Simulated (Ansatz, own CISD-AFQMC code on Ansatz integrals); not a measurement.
H4B2O, SMILES `BBO` (charge 0, multiplicity 1).

Cartesian coordinates (Å):
SMILES: BBO
```xyz
7

B      1.0548     0.1244    -0.1059
B     -0.4935    -0.2561     0.3907
O     -1.6882     0.0118    -0.1942
H      1.6117     1.1231     0.2577
H      1.7166    -0.6327    -0.7606
H     -0.5780    -0.8658     1.4333
H     -1.6233     0.4952    -1.0210
```
Charge 0, multiplicity 1.

Frozen-core energies in cc-pVDZ from Ansatz (an electronic-structure program) at a geometry from PBE0-D3(BJ)/def2-TZVP; the HF reference has <S^2> = 0.00 and the T1 diagnostic is 0.015.

| level | energy (Ha) |
|---|---|
| HF | -126.56895 |
| MP2 | -126.92086 |
| CCSD | -126.95721 |
| CCSD(T) | -126.96636 |

Q: Estimate the energies of CCSDT, phaseless AFQMC, CISD trial (own CISD-AFQMC code on Ansatz integrals; ±0.40 mHa) and CCSDT(Q), and give each level's difference from CCSDT(Q).

A: 
```tsv
level	energy (Ha)	difference from CCSDT(Q) (mHa)
MP2	-126.92086	47.14
CCSD	-126.95721	10.79
CCSD(T)	-126.96636	1.64
CCSDT	-126.96724	0.76
phaseless AFQMC, CISD trial (own CISD-AFQMC code on Ansatz integrals; ±0.40 mHa)	-126.96816	-0.16
CCSDT(Q)	-126.96800	0.00
```
